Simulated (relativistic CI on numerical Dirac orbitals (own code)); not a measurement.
**W⁺: resonant inelastic scattering at the O2,3 edge**

Computed with this model: Dirac-Coulomb-Breit CI, KLI orbitals optimised for each configuration, QED by a radiative potential, Kramers-Heisenberg scattering through one core-hole configuration in a parametric crystal field, unscaled Slater integrals; configurations [Xe] 4f14 5d5 → [Kr] 4d10 4f14 5s2 5p5 5d6; 10 K; core-hole width 1 eV; summed over polarisations. Incident energies are the highest absorption maxima for each field (at most a few, so the weaker spin-orbit partner edge can be absent), on the computed scale of the free ion. Intensities are in per cent of the strongest line above 0.02 eV; levels within 1 cm⁻¹ are merged; final levels count from the ground level, the first row holds all elastic scattering, lines under 0.4 are left out and each table stops after 24 rows. The scale of the Slater integrals is a model choice and moves the terms in proportion. The configuration is assumed, with all valence electrons in the open shell; the free ion's ground configuration is another.

Field parameters in Wybourne normalisation: D4h B²₀ = −7Ds, B⁴₀ = 21(Dq − Dt), B⁴₄ = 21√(5/14) Dq. The field is a parameter set, without covalency.

S is read from ⟨S²⟩ = S(S + 1).

D4h, 10Dq = 16250, Ds = -1500, Dt = -10 cm⁻¹:

| Final level (eV) | Degeneracy | Irrep | S | 40.4 eV | 50.5 eV | 52.1 eV |
| --- | --- | --- | --- | --- | --- | --- |
| 0.000 | 2 | Γ7 | 0.90 | 587.5 | 47.3 | 87.7 |
| 0.276 | 2 | Γ6 | 1.72 | 67.8 | 6.0 | 8.6 |
| 0.301 | 2 | Γ7 | 2.24 | 28.9 | 0.8 | 0.4 |
| 0.386 | 2 | Γ7 | 2.26 | 100.0 | 10.0 | 11.3 |
| 0.425 | 2 | Γ6 | 1.67 | 1.7 | 5.4 | 8.4 |
| 0.734 | 2 | Γ7 | 1.05 | 13.1 | 6.8 | 9.1 |
| 0.822 | 2 | Γ7 | 1.60 | 20.9 | 8.3 | 7.0 |
| 0.875 | 2 | Γ6 | 1.50 | 19.5 | 8.4 | 13.5 |
| 1.052 | 2 | Γ6 | 1.49 | 7.5 | 7.5 | 2.3 |
| 1.054 | 2 | Γ7 | 1.46 | 8.5 | 3.9 | 10.6 |
| 1.067 | 2 | Γ6 | 1.48 | 11.1 | 4.6 | 11.7 |
| 1.120 | 2 | Γ7 | 1.48 | 3.6 | 3.3 | 3.4 |
| 1.202 | 2 | Γ6 | 1.55 | 8.4 | 2.7 | 3.1 |
| 1.238 | 2 | Γ7 | 1.54 | 9.1 | 24.3 | 7.6 |
| 1.881 | 2 | Γ6 | 1.06 | 24.6 | 12.9 | 38.7 |
| 1.920 | 2 | Γ7 | 0.77 | 28.5 | 12.6 | 23.7 |
| 1.953 | 2 | Γ7 | 1.10 | 14.5 | 12.8 | 11.9 |
| 2.001 | 2 | Γ6 | 1.43 | 12.8 | 1.6 | 8.5 |
| 2.024 | 2 | Γ7 | 1.17 | 13.3 | 14.6 | 33.6 |
| 2.053 | 2 | Γ6 | 1.13 | 6.7 | 12.6 | 26.6 |
| 2.125 | 2 | Γ7 | 1.00 | 20.6 | 7.4 | 38.2 |
| 2.181 | 2 | Γ6 | 0.64 | 5.7 | 11.9 | 7.5 |
| 2.237 | 2 | Γ6 | 0.68 | 3.4 | 11.8 | 30.5 |
| 2.293 | 2 | Γ7 | 0.97 | 9.3 | 18.1 | 9.6 |

D4h, 10Dq = 16250, Ds = -860, Dt = -10 cm⁻¹:

```csv
Final level (eV),Degeneracy,Irrep,S,40.4 eV,52.1 eV,53.9 eV
0.000,2,Γ7,0.96,554.1,68.5,73.2
0.257,2,Γ6,2.03,58.1,3.1,2.3
0.267,2,Γ7,2.25,31.9,0.4,0.8
0.354,2,Γ7,2.24,100.0,9.6,5.9
0.433,2,Γ6,1.30,2.8,8.2,3.5
0.611,2,Γ7,0.97,9.9,6.8,9.7
0.935,2,Γ7,1.57,22.8,7.9,4.4
0.992,2,Γ6,1.48,13.7,11.6,6.6
1.055,2,Γ6,1.49,2.8,2.1,2.1
1.076,2,Γ7,1.49,2.3,4.0,4.7
1.115,2,Γ6,1.61,12.1,3.8,0.9
1.165,2,Γ7,1.56,8.0,6.9,1.8
1.246,2,Γ6,1.44,14.3,8.4,8.3
1.269,2,Γ7,1.48,4.5,7.7,4.1
1.742,2,Γ6,1.43,15.2,12.0,9.6
1.789,2,Γ6,1.46,10.1,4.6,7.0
1.800,2,Γ7,1.41,13.8,10.0,4.9
1.820,2,Γ7,1.35,14.9,8.7,11.7
1.953,2,Γ7,0.69,18.7,34.4,41.4
1.997,2,Γ6,0.72,15.5,36.6,44.6
2.097,2,Γ7,0.70,25.3,34.3,21.5
2.191,2,Γ6,0.64,2.5,5.8,2.5
2.255,2,Γ7,0.82,7.7,22.4,17.7
2.312,2,Γ6,0.69,2.7,11.7,4.9
```

For the first field the strongest loss at the lowest incident energy is the level at 0.39 eV (S = 2.26, against 0.90 in the thermal ground state). Levels of other spin, the first over 8 % at 0.28 eV, appear because spin-orbit coupling of the core hole, and in heavier ions of the valence shell too, mixes spins.
